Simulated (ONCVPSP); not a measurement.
## Configuration tests for gold (Au) (ONCV)

ONCVPSP 4.0.1 input, shortened (lines: element, Z, core and valence counts, functional; n l f; lmax; l rc ep ncon nbas qcut; lloc lpopt rc5 dvloc0; l nproj debl; icmod fcfact rcfact), PBE, scalar-relativistic:

```
  Au 79.00   10    4        4      upf
    1    0    2.00
    2    0    2.00
    2    1    6.00
    3    0    2.00
    3    1    6.00
    3    2   10.00
    4    0    2.00
    4    1    6.00
    4    2   10.00
    4    3   14.00
    5    0    2.00
    5    1    6.00
    5    2   10.00
    6    0    1.00
    3
    0    1.25    0.00    4    7    7.60
    1    1.35    0.00    4    7    8.00
    2    1.55    0.00    4    8    6.60
    3    1.35    0.09    3    6    7.80
    4    5    1.00   -1.00
    0    2    2.30
    1    2    2.10
    2    2    0.80
    3    1    2.20
    0    0.00    0.00
```

In the p channel the program set the typed energies aside and used -2.197, 0.250 Ha.

Energies are relative to the spin-unpolarised reference configuration 5s2 5p6 5d10 6s1; without spin polarisation the order of configurations can differ from experiment.

```json
{"valence configuration": "5s2 5p6 5d10 6s0", "charge": "+1", "ΔE all-electron (eV)": "9.409", "error AE − PS (meV)": "-3.7"}
{"valence configuration": "5s2 5p6 5d9 6s0", "charge": "+2", "ΔE all-electron (eV)": "30.617", "error AE − PS (meV)": "-5.7"}
{"valence configuration": "5s2 5p6 5d8 6s0", "charge": "+3", "ΔE all-electron (eV)": "64.495", "error AE − PS (meV)": "-15"}
{"valence configuration": "5s2 5p6 5d7 6s0", "charge": "+4", "ΔE all-electron (eV)": "112.207", "error AE − PS (meV)": "-35"}
```

Note: no bound ghost flagged; GHOST(+) flagged for s at 98.4 eV.
